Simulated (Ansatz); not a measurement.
Geometry optimisation, UKS PBE-D4/6-31G* (Ansatz).

Input:

```yaml
crystal:
  periodic: [false, false, false]
  atoms:
    - { symbol: B, position_ang: [0.0, 0.0, 0.0] }
    - { symbol: Cl, position_ang: [0.0, 0.0, 2.11] }
    - { symbol: F, position_ang: [1.1431, 0.0, -0.66] }
    - { symbol: Cl, position_ang: [-1.6108, 0.0, -0.93] }
    - { symbol: Cl, position_ang: [0.0, 0.0, 4.45] }
magnetization:
  spin_polarized: true
  initial_magnetization: 1
basis:
  gaussian: { orbitals: "6-31G*" }
hamiltonian:
  xc: pbe
  dispersion: d4
relax:
  f_tol: 0.15
  max_steps: 25
  restrain:
    - { distance: [1, 4], at: 2.04, k: 30.0 }
    - { distance: [0, 1], at: 3.06, k: 30.0 }
```

Command:

```bash
$ ansatz run input.yaml --threads 4 --pin off --max-ram 5120MiB --backend cpu --events-out ev --progress --plain --runs-dir out
```

Problem. Where does it end, and by what steps?

Solution. It converged. The restraints hold the end off the free minimum; the threshold counts their pulls, which the force column leaves out. Restrained pairs: Cl2–Cl5 (2.34 → 2.07 Å), B1–Cl2 (2.11 → 3.04 Å). After 8 steps the energy has risen by 1.252 eV (the restraints' own energy left out); Cl2 moved furthest, 0.57 Å.

```tsv
step	energy less start (eV)	largest force component (eV/Å)	accepted
0	0.0000	3.847	yes
1	0.7416	2.567	yes
2	1.3815	2.934	yes
3	1.3106	1.453	yes
4	1.2740	1.234	yes
5	1.2955	1.077	no
6	1.2591	1.318	yes
7	1.2564	1.286	yes
8	1.2524	1.310	yes
```

```xyz
5
Properties=species:S:1:pos:R:3
B -0.025 -0.004 -0.368
Cl -0.011 -0.007 2.675
F 1.143 0.006 -0.949
Cl -1.578 -0.003 -1.130
Cl 0.003 0.007 4.742
```

Time of the run: 13 s on 4 threads of Arm Neoverse V2 (shared host), peak memory 0.18 GiB.
